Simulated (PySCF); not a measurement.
PySCF 2.14 output of a UHF calculation on a single atom or ion in cc-pVTZ-PP with ECP60MDF (5s5p4d2f1g, 63 functions), with a scalar-relativistic core potential:

```
SCF conv_tol = 1e-09
number electrons alpha = 10  beta = 6
cycle= 1 E= -90.0704719936533  delta_E= -0.00435  |g|= 0.0214  |ddm|= 0.0434
cycle= 2 E= -90.0706509445735  delta_E= -0.000179  |g|= 0.0057  |ddm|= 0.0122
cycle= 3 E= -90.070689285187  delta_E= -3.83e-05  |g|= 0.00192  |ddm|= 0.00916
cycle= 4 E= -90.0707053330567  delta_E= -1.6e-05  |g|= 0.00144  |ddm|= 0.0064
cycle= 5 E= -90.0707205423817  delta_E= -1.52e-05  |g|= 0.00101  |ddm|= 0.00804
cycle= 6 E= -90.0707358244134  delta_E= -1.53e-05  |g|= 0.000418  |ddm|= 0.0139
cycle= 7 E= -90.0707382131646  delta_E= -2.39e-06  |g|= 6.55e-05  |ddm|= 0.00702
cycle= 8 E= -90.0707382471978  delta_E= -3.4e-08  |g|= 8.66e-06  |ddm|= 0.000943
cycle= 9 E= -90.070738247341  delta_E= -1.43e-10  |g|= 1.42e-06  |ddm|= 3.71e-05
converged SCF energy = -90.070738247341  <S^2> = 6.0271266  2S+1 = 5.0108389
```

The run itself started from symmetry-adapted Hartree-Fock orbitals and held the occupation by maximum overlap, so the iterations belong to that start.

Task: Which element, charge and spin multiplicity is this?

Result: Os (osmium, neutral), multiplicity 5; the state was [Xe] 4f14 5d6 6s2, high-spin 5D determinant.

Energies and moments cover only the electrons outside the core potential. Spin-orbit coupling, absent here, splits the open shell strongly.
